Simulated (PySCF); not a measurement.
**Al²⁺ (aluminium, charge +2) across methods**

[Ne] 3s1, 2S determinant. Computed with PySCF 2.14 in aug-cc-pVTZ-DK (6s5p3d2f, 50 functions), with the spin-free X2C one-electron Hamiltonian (Gaussian nucleus).

```json
{"method": "LDA", "E (hartree)": "-240.8281", "mean ε 2p α (eV)": "-90.442", "mean ε 2p β (eV)": "-90.216", "mean ε 3s α (eV)": "-24.578", "Σ⟨r²⟩ (bohr²)": "9.187", "⟨S²⟩": "0.750"}
{"method": "B3LYP", "E (hartree)": "-241.9135", "mean ε 2p α (eV)": "-94.292", "mean ε 2p β (eV)": "-94.079", "mean ε 3s α (eV)": "-25.418", "Σ⟨r²⟩ (bohr²)": "9.167", "⟨S²⟩": "0.750"}
{"method": "UHF", "E (hartree)": "-241.46417", "mean ε 2p α (eV)": "-107.98", "mean ε 2p β (eV)": "-107.70", "mean ε 3s α (eV)": "-28.108", "Σ⟨r²⟩ (bohr²)": "9.337", "⟨S²⟩": "0.750"}
{"method": "PBE0", "E (hartree)": "-241.7822", "mean ε 2p α (eV)": "-95.065", "mean ε 2p β (eV)": "-94.814", "mean ε 3s α (eV)": "-25.492", "Σ⟨r²⟩ (bohr²)": "9.226", "⟨S²⟩": "0.750"}
{"method": "r2SCAN", "E (hartree)": "-241.8708", "mean ε 2p α (eV)": "-92.018", "mean ε 2p β (eV)": "-91.811", "mean ε 3s α (eV)": "-24.671", "Σ⟨r²⟩ (bohr²)": "9.234", "⟨S²⟩": "0.750"}
{"method": "CAM-B3LYP", "E (hartree)": "-241.8951", "mean ε 2p α (eV)": "-96.303", "mean ε 2p β (eV)": "-96.086", "mean ε 3s α (eV)": "-26.954", "Σ⟨r²⟩ (bohr²)": "9.176", "⟨S²⟩": "0.750"}
{"method": "PBE", "E (hartree)": "-241.7580", "mean ε 2p α (eV)": "-90.357", "mean ε 2p β (eV)": "-90.110", "mean ε 3s α (eV)": "-24.471", "Σ⟨r²⟩ (bohr²)": "9.218", "⟨S²⟩": "0.750"}
{"method": "M06-2X", "E (hartree)": "-241.8803", "mean ε 2p α (eV)": "-99.519", "mean ε 2p β (eV)": "-99.406", "mean ε 3s α (eV)": "-26.899", "Σ⟨r²⟩ (bohr²)": "9.165", "⟨S²⟩": "0.750"}
{"method": "revPBE", "E (hartree)": "-241.8484", "mean ε 2p α (eV)": "-90.288", "mean ε 2p β (eV)": "-90.059", "mean ε 3s α (eV)": "-24.417", "Σ⟨r²⟩ (bohr²)": "9.237", "⟨S²⟩": "0.750"}
```
